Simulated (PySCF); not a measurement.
PtBr₂, singlet: structure and spectrum

These are results of BP86 in PySCF with Pt def2-TZVP with ECP60, Br def2-TZVP; scalar-relativistic core potentials, no spin–orbit coupling; density-fitted integrals, not measurements.

The structure is a minimum.

| Property | Result |
| --- | --- |
| Point group | C2v |
| Bond lengths | Pt–Br 2.306 Å (×2) |
| Bond angles | Br–Pt–Br 122.6° |
| Entropy at 298.15 K and 1 bar | 332.2 J/(mol K) |
| Lowest empty level | -6.10 eV |
| Principal polarisabilities | 55.4, 68.8, 124.3 bohr³ |
| Rotational symmetry number | 2 |
| Dipole moment | 0.63 D |
| Highest occupied level | -6.30 eV |
| Enthalpy at 298.15 K above 0 K | 14.50 kJ/mol |
| Heat capacity Cp at 298.15 K | 55.9 J/(mol K) |
| Principal quadrupole moments (Buckingham, traceless) about the centre of mass | -4.71, 1.18, 3.53 D Å |
| Atomisation energy without zero-point energy | 594 kJ/mol |
| Rotational constants | 0.1575, 0.02611, 0.0224 cm⁻¹ |
| Zero-point energy | 3.6 kJ/mol |

Harmonic modes (masses in u: Pt 194.965, Br 78.918):
| symmetry | ω (cm⁻¹) | IR (km/mol) | μ (u) |
| --- | --- | --- | --- |
| a1 | 49 | 0.9 | 95.74 |
| a1 | 260 | 1.9 | 86.78 |
| b2 | 288 | 8.4 | 102.28 |

In C2v the vibrations span 2a1 + b2. Here b1 is antisymmetric to the molecular plane and b2 lies in it.

Charges (e):
```
 atom  Mulliken  Löwdin  polar tensor  Mayer order to Pt1
  Pt1      0.29   -0.35          0.47                   –
Br2,3     -0.15    0.17         -0.23                1.22
```

Mulliken populations on Pt1 (electrons outside its core potential): s 2.82, p 6.20, d 8.68, f 0.01.

This need not be the most stable arrangement of these atoms. At the minimum of this search the closed-shell solution is unstable towards spin polarisation, so a lower open-shell solution exists. Spin–orbit coupling, left out here, can matter for elements this heavy.

The final relaxation and frequency run took of the order of 2.6 core-minutes on a shared host.
